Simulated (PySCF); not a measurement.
IrO2, SMILES [O]=[Ir]=[O] (connectivity only; charge and spin as stated), neutral, multiplicity 4.

Geometry optimised at B3LYP-D3(BJ)/def2-TZVP. The spin state was assumed, not searched. The def2 effective core potentials stand for the cores of Ir; spin–orbit coupling is left out.

The numbers are results of r2SCAN/def2-TZVPD (PySCF), not measurements.

Task: Estimate the frontier levels, dipole moment and polarisability. (The exact figures need the calculation; the answer reports its results.)

Result: 
| Property | Value |
|---|---|
| α spin, highest occupied and lowest empty level | -6.43 and -4.31 eV |
| β spin, highest occupied and lowest empty level | -7.09 and -5.53 eV |
| dipole moment | 2.53 D |
| quadrupole, principal values (traceless, Buckingham form, about the centre of nuclear charge) | -3.76, 1.21, 2.54 D·Å |
| mean static polarisability | 45.3 bohr³ (6.71 Å³) |
| polarisability, principal values | 38.5, 40.8, 56.7 bohr³ |
| ⟨S²⟩ | 3.771 (pure state 3.75) |
